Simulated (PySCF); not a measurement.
Two species compared at the same levels of theory.

First species: C6H13FN2Si.
SMILES with atom numbers: `[CH2:1]=[C:2]([F:3])[Si@@H:4]1[NH:5][CH2:6][C@@H:7]1[N:8]([CH3:9])[CH3:10]` (hydrogens: H11, H12 on C1; H13 on Si4; H14 on N5; H15, H16 on C6; H17 on C7; H18, H19, H20 on C9; H21, H22, H23 on C10)

Second species: 2-vinylaniline, C8H9N.
Structure used (GFN2-xTB), in Å, numbered top down from 1:
```xyz
18
C8H9N angstrom
C      2.842   -0.120   -0.360
C      1.796    0.309    0.335
C      0.409   -0.086    0.097
C      0.103   -1.360   -0.372
C     -1.202   -1.767   -0.564
C     -2.239   -0.892   -0.283
C     -1.962    0.380    0.174
C     -0.648    0.805    0.367
N     -0.407    2.075    0.859
H      3.845    0.191   -0.123
H      2.737   -0.788   -1.198
H      1.954    0.999    1.156
H      0.912   -2.049   -0.564
H     -1.413   -2.763   -0.924
H     -3.264   -1.199   -0.427
H     -2.768    1.069    0.386
H      0.481    2.488    0.628
H     -1.184    2.714    0.804
```

Levels: PBE0/pcSseg-1 for dipole moment, HOMO energy, LUMO energy and HOMO–LUMO gap; GFN2-xTB for rotational constant A and rotational constant C. Geometries: GFN2-xTB. Each species is one conformer at its optimised geometry, gas phase, non-relativistic unless stated; the electronic structure was computed with PySCF and density fitting.

The conformers computed, where there is a choice (atom-mapped SMILES and torsion angles):
- `[CH2:1]=[C:2]([F:3])[Si@@H:4]1[NH:5][CH2:6][C@@H:7]1[N:8]([CH3:9])[CH3:10]`: C1–C2–Si4–N5 62°, C6–C7–N8–C9 67°
- `[CH2:1]=[CH:2][c:3]1[cH:4][cH:5][cH:6][cH:7][c:8]1[NH2:9]`: C1–C2–C3–C4 32°, H–N9–C8–C7 -155°, H–N9–C8–C7 -17°

Values for the first species:

| Property | Result |
| --- | --- |
| Dipole moment | 2.22 D |
| HOMO energy | -6.34 eV |
| LUMO energy | -0.68 eV |
| HOMO–LUMO gap | 5.66 eV |
| Rotational constant A | 1.638 GHz |
| Rotational constant C | 0.653 GHz |

**Question.** Estimate the same properties for the second species, and the change in each.

**Answer.** 
```tsv
property	first	second	second less first
dipole moment	2.22 D	1.71 D	-0.51 D
HOMO energy	-6.34 eV	-5.85 eV	+0.49 eV
LUMO energy	-0.68 eV	-0.77 eV	-0.09 eV
HOMO–LUMO gap	5.66 eV	5.08 eV	-0.58 eV
rotational constant A	1.638 GHz	2.618 GHz	+0.980 GHz
rotational constant C	0.653 GHz	0.991 GHz	+0.338 GHz
```

On the first: In atomic units the dipole is 0.87 e·bohr (1 au = 2.5417 D). A dipole of 2.22 D is allowed in C1, and pure rotational transitions are dipole-allowed.

On the second: The dipole equals about 5.7 × 10⁻³⁰ C·m (1 D = 3.33564 × 10⁻³⁰ C·m).
